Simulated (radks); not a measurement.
Trend from C+ to Pb+: ionisation energy by Delta-SCF between NIST ground configurations, and size. All-electron calculation, Dirac Kohn-Sham, PBE, spin-unpolarised, spherical densities, finite nucleus; open shells are shared between the two j in proportion to 2j + 1; Fermi nuclear charge, rms radius of each element as measured or else 0.836 A^(1/3) + 0.57 fm. Program: a radial shooting solver on a logarithmic mesh with Libxc functionals.

species      configuration  configuration of the ion  IE (eV)  NIST (eV)  kind   -e(HOMO) (eV)  outermost  <r> outermost (bohr)
C+            [He] 2s2 2p1                  [He] 2s2   24.156     24.383  exp.  17.000 (2p3/2)      2p3/2                  1.51
Si+           [Ne] 3s2 3p1                  [Ne] 3s2   15.993     16.346  exp.  11.642 (3p3/2)      3p3/2                  2.46
Ge+      [Ar] 3d10 4s2 4p1             [Ar] 3d10 4s2   15.442     15.935  exp.  11.162 (4p3/2)      4p3/2                  2.57
Sn+      [Kr] 4d10 5s2 5p1             [Kr] 4d10 5s2   13.971     14.633  exp.  10.079 (5p3/2)      5p3/2                  2.94
Pb+               [Hg] 6p1                      [Hg]   13.608     15.032  exp.   9.377 (6p3/2)      6p3/2                  3.12

Reference values: NIST Atomic Spectra Database (measured). Spin polarisation and multiplet splitting are left out, so open shells lie too high by an amount that depends on their filling. Sharing an open shell by 2j + 1 raises it above the true ground level by a part of the spin-orbit splitting, which enters the differences from NIST.

Beside tabulated values, note that spin-unpolarised runs miss the spin-polarisation part of the exchange energy of open shells.
